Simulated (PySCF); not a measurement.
# Working with the constants of GeB

PBE0 constants of GeB, ⁴Σ⁻ (quartet), unpaired electrons σ ↑, π ↑↑ (Ge cc-pVTZ-PP with ECP10, B cc-pVTZ; scalar-relativistic core potentials (PySCF 2.14); masses 73.9212 and 11.0093 u):

```
ωe              : 647.5 cm⁻¹
ωexe            : 4.27 cm⁻¹
Be              : 0.44968 cm⁻¹
αe              : 0.00389 cm⁻¹
D (centrifugal) : 8.68e-07 cm⁻¹
De to Ge + B    : 3.23 eV
```

Q: Give the vibrational terms G(v) and spacings up to v = 6.

A: G(v) = ωe(v+½) − ωexe(v+½)².

```
v  G(v) (cm⁻¹)  G(v) − G(v−1)  Bv (cm⁻¹)
0          323                    0.4477
1          962            639     0.4438
2         1592            630     0.4400
3         2214            622     0.4361
4         2827            613     0.4322
5         3432            605     0.4283
6         4028            596     0.4244
```

Q: How well does the Morse estimate ωe²/(4ωexe) reproduce De, and what is D0?

A: It gives 3.04 eV, 94 % of the computed De. D0 = De − G(0) = 3.23 − 0.04 = 3.19 eV.

Spin–orbit coupling is left out. The state was picked by a PBE0 search and need not be the measured ground state.
